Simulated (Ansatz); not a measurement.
**Cost against result**

Saddle point of AlSiH4Cl3, closed shell (AlSiH₂Cl₃ ([SiH2][Al]([Cl])([Cl])[Cl]) + H₂ → AlSiH₄Cl₃ ([SiH3][Al]([Cl])([Cl])[ClH]); bonds formed: Cl2–H5, Si6–H7; bonds broken: H5–Si6, H5–H7; bonds weakened to dative contacts: Al1–Cl2), PBE0-D4/def2-TZVP structure:

```xyz
9
angstrom
Al -1.0582 -0.0650 -0.9139
Cl 0.8630 0.7023 -1.8846
Cl -1.5543 -1.9305 -1.7417
Cl -2.5030 1.4590 -0.9303
H 1.3612 0.4448 -0.3396
Si 0.2363 -0.2193 1.1954
H 1.6649 0.2946 0.5748
H 0.1999 0.7952 2.2830
H 0.7901 -1.4809 1.7569
```

Barriers are electronic and count from the start structure reached by relaxing down the imaginary mode.

Computed with Ansatz 0.2.0 (basis: as named in each row); correlated methods freeze the cores. B3LYP uses VWN-RPA correlation. Extrapolation: Hartree–Fock as exp(−7.88 √X), correlation as X^−2.97.

Times are rough, for one single point on 8 threads of a shared host (Arm Neoverse V1).

The estimate by CCSD(T) at an estimated basis limit (MP2 extrapolated from triple and quadruple zeta, plus CCSD(T) − MP2 in triple zeta) is 0.320 eV.

```
      method       basis  time (s)  barrier (eV)  method less estimate
          HF      STO-3G   under 1         0.397                 0.077
      PBE-D4      STO-3G   under 1        -0.508                -0.829
       SPW92    def2-SVP   under 1        -0.108                -0.428
      PBE-D4    def2-SVP   under 1         0.037                -0.284
    B3LYP-D4       6-31G   under 1         0.205                -0.116
     PBE0-D4    def2-SVP   under 1         0.132                -0.188
       SPW92  def2-TZVPP         1        -0.068                -0.388
      PBE-D4  def2-TZVPP         2         0.074                -0.246
     BLYP-D4  def2-TZVPP         2         0.178                -0.142
     CCSD(T)    def2-SVP         2         0.284                -0.037
    B3LYP-D4  def2-TZVPP         2         0.235                -0.086
    BHLYP-D4  def2-TZVPP         2         0.344                 0.023
CAM-B3LYP-D4  def2-TZVPP         3         0.265                -0.055
     PBE0-D4  def2-TZVPP         3         0.155                -0.165
  RPA on PBE  def2-TZVPP         3         0.255                -0.065
   r2SCAN-D4  def2-TZVPP         4         0.128                -0.192
     wB97M-V    def2-SVP         4         0.267                -0.053
      B2PLYP  def2-TZVPP         4         0.278                -0.043
    PBE-QIDH  def2-TZVPP         4         0.243                -0.078
  r2SCAN0-D4  def2-TZVPP         4         0.198                -0.122
     wB97X-V  def2-TZVPP         6         0.281                -0.039
      B97M-V  def2-TZVPP         6         0.176                -0.145
     wB97M-V  def2-TZVPP         7         0.327                 0.006
         MP2  def2-QZVPP        13         0.309                -0.012
     CCSD(T)  def2-TZVPP        96         0.297                -0.024
```

All methods are single points on the PBE0-D4 structures; a negative value means that the method puts the saddle structure below the start.

The T1 diagnostic stays at or below 0.011.

Labels in which every atom is bracketed show which atoms are joined, not bond orders.
